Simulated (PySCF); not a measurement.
An unknown gives this computed stick spectrum. Computed with TDDFT CAM-B3LYP/def2-SVPD, vertical, gas phase, core orbitals frozen in the response (PySCF 2.14.0, density-fitted response routines). Geometries: GFN2-xTB, one conformer each.

```csv
state,E (eV),f,"main configurations (H = HOMO, L = LUMO)"
S1,4.31,1.335,H→L (97%)
S2,5.33,0.0001,"H→L+1 (66%), H-1→L+1 (11%), H→L+3 (9%)"
S3,5.63,0.0000,"H-2→L (81%), H-2→L+2 (13%)"
S4,5.93,0.023,H-1→L (84%)
S5,6.17,0.0003,"H→L+3 (67%), H→L+1 (15%), H→L+6 (9%)"
S6,6.21,0.051,H→L+2 (76%)
S7,6.48,0.0000,H→L+5 (80%)
S8,6.65,0.013,H→L+4 (80%)
```

Triplets computed (Tamm–Dancoff): 2.19, 3.78, 5.00 eV.

Question: Which structure fits? All have the formula C8H7F.
A. `C=C1C=C/C1=C/C=C\F`
B. `C#C/C(F)=C/C=C/C=C`
C. `C#CC(F)=C1CC=CC1`

Answer: B. Its S1, at 4.31 eV, is the lowest among the candidates; the nearest of the others has S1 at 4.64 eV. S1 is HOMO→LUMO (97%). Löwdin shares by element: HOMO carbon 55% or more (atoms not listed hold the other 45%); LUMO carbon 53% or more (atoms not listed hold the other 47%). At the same level the other candidates give, for their lowest levels:
- `C=C1C=C/C1=C/C=C\F`: 4.64 eV (f 0.241); 4.92 eV (f 0.175); 5.25 eV (f 0.530); 6.17 eV (f 0.005); 6.34 eV (f 0.502); T1 2.60 eV; HOMO -7.42, LUMO -0.32 eV
- `C#CC(F)=C1CC=CC1`: 5.43 eV (f 0.304); 5.43 eV (f 0.014); 6.06 eV (f 0.000); 6.29 eV (f 0.033); 6.41 eV (f 0.003); T1 3.32 eV; HOMO -7.89, LUMO 0.24 eV

Shape of the structure used: `[CH:1]#[C:2]/[C:3]([F:4])=[CH:5]/[CH:6]=[CH:7]/[CH:8]=[CH2:9]`: C3–C5–C6–C7 180°, C6–C7–C8–C9 180°.
